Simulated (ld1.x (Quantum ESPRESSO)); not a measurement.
Values are calculated unless marked as measured or tabulated.
## Pseudopotentials across the periodic table

Generated with ld1.x 7.5 (TM, RRKJ, ultrasoft, PAW), atompaw 4.2 or ONCVPSP 4.0.1. The cutoff is in Ry: for ld1.x and atompaw files where the sum of valence levels is converged to 10 mRy in a Bessel basis, for ONCV files where the hardest occupied wave has 1 mHa per electron of residual kinetic energy. The error is the largest all-electron minus pseudo excitation energy over each file’s own four to seven test configurations (ionisations up to +4, promotions, holes and added fractions of an electron), all of which were solved. The labels leave out finer settings (local radius, basis sizes, second energies), which also bear on the numbers. Spin-polarised tests are not counted. The rows are a selection from randomly drawn settings: files with unsolved tests, undetermined cutoffs or missed reference levels are left out.

```tsv
element	potential	cutoff (Ry)	largest error (meV)	bound ghosts
Be	PAW, PBEsol, scalar-relativistic, rc 1.55/3.35 (sp), local smoothed, core correction yes, reference 2s2 2p0	10	+11	none
C	TM, revPBE, non-relativistic, rc 0.90/1.70 (sp), local s, core correction no, reference 2s2 2p1	60	+235	none
C	TM semilocal, BLYP, scalar-relativistic, rc 1.10/1.45/1.15 (spd), local s, core correction yes, reference 2s2 2p0	40	+180	none
O	RRKJ, LDA (PZ), non-relativistic, rc 1.00/1.55/1.30 (spd), local s, core correction no, reference 2s2 2p4	60	+1239	none
V	PAW, PBEsol, non-relativistic, rc 1.36/1.52/2.06 (spd), local smoothed, core correction yes, reference 3s2 3p6 3d3 4s0 4p0	35	+101	none
Sn	TM, PBE, scalar-relativistic, rc 1.75/2.55 (sp), local s, core correction yes, reference 5s2 5p2	21	-338	none
I	TM semilocal, PBE, scalar-relativistic, rc 1.85/1.55 (sp), local p, core correction yes, reference 5s2 5p5	50	-18	none
W	RRKJ, PBE, fully relativistic, rc 2.60/1.60/2.60/2.40 (spdf), local s, core correction yes, reference 5p6 5d5 6s1 6p0	55	-732	none
```

Question: Fill in the row for Al: RRKJ, PBE, scalar-relativistic, rc 1.65/2.40 (sp), local s, core correction yes, reference 3s1.5 3p1.5.

Answer: cutoff 10 Ry, largest error +20 meV, bound ghosts: none.
